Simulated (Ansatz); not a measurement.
**How basis sets differ on CH6BCl2N (SMILES C[B-]([NH3+])(Cl)Cl)**

CH6BCl2N: 11 atoms, total charge 0, spin state singlet. As SMILES, `C[B-]([NH3+])(Cl)Cl`. The shape is that of a PBE0-D4/def2-TZVP optimisation.

Quantity: the HOMO–LUMO gap, in eV. The values are calculated.

```json
{"level": "HF/STO-3G", "kind": "Hartree–Fock", "program": "Ansatz", "value (eV)": "21.27"}
{"level": "HF/3-21G", "kind": "Hartree–Fock", "program": "Ansatz", "value (eV)": "16.05"}
{"level": "HF/6-31G", "kind": "Hartree–Fock", "program": "Ansatz", "value (eV)": "15.13"}
{"level": "HF/def2-SVP", "kind": "Hartree–Fock", "program": "Ansatz", "value (eV)": "14.18"}
```

The values span 14.18 to 21.27 eV. A Hartree–Fock LUMO above zero doesn't converge with the basis: it sinks as sets grow more diffuse. Orbital gaps aren't excitation energies.
